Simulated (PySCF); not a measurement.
Start geometry of `CC(=O)NC(C)C` from GFN2-xTB (Å):
```
atom  x, y, z in Å
C1     2.7500    0.1984    0.3327
C2     1.3102    0.6656    0.4324
O3     0.9560    1.6036    1.1126
N4     0.4550   -0.0657   -0.3186
C5    -0.9737    0.1751   -0.3693
C6    -1.4172    0.3948   -1.8137
C7    -1.7279   -0.9882    0.2727
H8     3.3736    0.8302    0.9578
H9     2.8342   -0.8332    0.6680
H10    3.0942    0.2632   -0.6974
H11    0.8049   -0.8475   -0.8497
H12   -1.1380    1.0867    0.2141
H13   -1.2475   -0.5036   -2.4051
H14   -2.4763    0.6343   -1.8467
H15   -0.8619    1.2164   -2.2590
H16   -2.7944   -0.7830    0.2810
H17   -1.5563   -1.9074   -0.2849
H18   -1.3939   -1.1333    1.2970
```

Task: What comes out of this run: PBE0-D3(BJ)/def2-SVP geometry optimisation, gas phase (PySCF)?

Result: 
```
atom  x, y, z in Å
C1     2.7830    0.1249    0.3169
C2     1.3377    0.5667    0.4147
O3     0.9803    1.4875    1.1227
N4     0.4747   -0.1523   -0.3578
C5    -0.9515    0.1009   -0.3995
C6    -1.4117    0.3566   -1.8289
C7    -1.7306   -1.0269    0.2675
H8     3.3907    0.7722    0.9588
H9     2.8964   -0.9201    0.6440
H10    3.1462    0.1951   -0.7199
H11    0.8363   -0.9252   -0.9023
H12   -1.0808    1.0190    0.1934
H13   -1.2535   -0.5322   -2.4630
H14   -2.4854    0.5952   -1.8581
H15   -0.8593    1.1968   -2.2739
H16   -2.8093   -0.8090    0.2735
H17   -1.5861   -1.9808   -0.2668
H18   -1.4017   -1.1631    1.3079
```

The energy falls by 0.043 eV over 5 energy and gradient evaluations, the largest force component goes from 0.0129 to 3.2e-04 Eh/bohr, and the atoms move by 0.037 Å rms after alignment. Among the bonds, C1–H9, C1–H10, C6–H13, C6–H14, C6–H15, C7–H16 and C7–H17 change most and about equally (+0.013 to +0.014 Å). Bonds longer at the end by more than 0.005 Å: 11 of 17; shorter: 0. Rotational constants go from 4659, 1485, 1456 to 4655, 1481, 1440 MHz. The orientation of the end geometry is arbitrary; only internal coordinates are fixed.

The run used 153 basis functions and 35 SCF cycles in all. Time: 54 s. Hardware: one thread of an Arm Neoverse V2, no GPU (shared host).

Whether it is a minimum is left open (no frequencies). The numbers are those of one conformer.
